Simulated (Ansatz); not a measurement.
Consider the ligand exchange at the Si–F bond: `C[SiH](F)[SiH3]` + H₂Se → `C[SiH]([SiH3])[SeH]` + H–F.

Calculated with Ansatz (gas phase, PBE0-D4/def2-TZVP geometries, no zero-point term in ΔE). CBS: MP2 limit from def2 TZ/QZ plus the TZ coupled-cluster correction, frozen cores. This one scheme is used for every species. DFT in def2-TZVPP. B3LYP here is the variant with VWN-RPA as its local correlation; programs differ in this. For Se outer-core shells are correlated without core-valence functions, which leaves a few kJ/mol of doubt a bond. Scalar relativity is left out up to krypton. One conformer a species, not always the lowest.

Question: Is it downhill or uphill in electronic energy at CCSD(T)/CBS, and by how much? (Best estimate.)

Answer: The calculation gave: Uphill: ΔE = +13.8 kcal/mol.

Question: What do these levels give: PBE-D4, r2SCAN-D4, B3LYP-D4, ωB97X-V, B2PLYP, r2SCAN, HF/def2-TZVPP, MP2/def2-TZVPP, SCS-MP2/def2-TZVPP, CCSD(T)/def2-TZVPP, HF/def2-QZVPP, CCSD/CBS(def2)? (An estimate is asked.)

Answer: The calculation gave: PBE-D4 12.6, r2SCAN-D4 15.7, B3LYP-D4 16.2, ωB97X-V 16.6, B2PLYP 17.4, r2SCAN 16.2, HF/def2-TZVPP 21.2, MP2/def2-TZVPP 13.1, SCS-MP2/def2-TZVPP 15.5, CCSD(T)/def2-TZVPP 15.0, HF/def2-QZVPP 21.8, CCSD/CBS(def2) 14.9 kcal/mol.

Largest T1 diagnostic among the species: 0.012.

The D4 term adds −2.9 kcal/mol with B3LYP and −1.6 kcal/mol with PBE0; it sums over pairs of atoms, weighted by their polarisabilities, and B3LYP, whose exchange is more repulsive, gets the larger term. In def2-TZVPP, CCSD(T) changes the Hartree–Fock value by −6.2 kcal/mol (the triples alone add −1.1 kcal/mol) and MP2 by −8.2 kcal/mol.
